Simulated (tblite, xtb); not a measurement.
Cl$_{4}$Ga, charge -1, singlet, at a GFN2-xTB geometry (such geometries of metal compounds can be far from the true shape). Base run: xtb with GFN1-xTB.

The xtb input:
```
$ xtb mol.xyz --gfn 1 --chrg -1 --json

# file mol.xyz
5

Ga     0.00000000     0.00000000    -0.00000000
Cl     1.71278737    -0.59908363    -1.19330116
Cl     0.65537446     0.49189976     2.01122558
Cl    -0.93767909     1.73912871    -0.90149802
Cl    -1.43048275    -1.63194484     0.08357359
```

Programs used: tblite, xtb; a row that names a program was run with it.

Variants of this job, named by their change:

```
change                                                         ΔE vs base (kJ/mol)  HOMO-LUMO gap (eV)  G_solv (kcal/mol)  SCF cycles
-------------------------------------------------------------  -------------------  ------------------  -----------------  ----------
base                                                                          0.00                6.82                  -           7
alpb = benzene                                                              -169.4                6.82             -40.48           7
program = tblite; method = gfn1; option = (--efield, 0,0,0.1)                -0.53                   -                  -           -
gbsa = thf                                                                  -198.0                6.82             -47.32           7
file = coord                                                                  0.00                6.82                  -           7
etemp = 10000                                                               -18.04                6.84                  -           7
```

ALPB and GBSA are two models with their own fitted parameters for each solvent, which aren't always the measured dielectric constant.
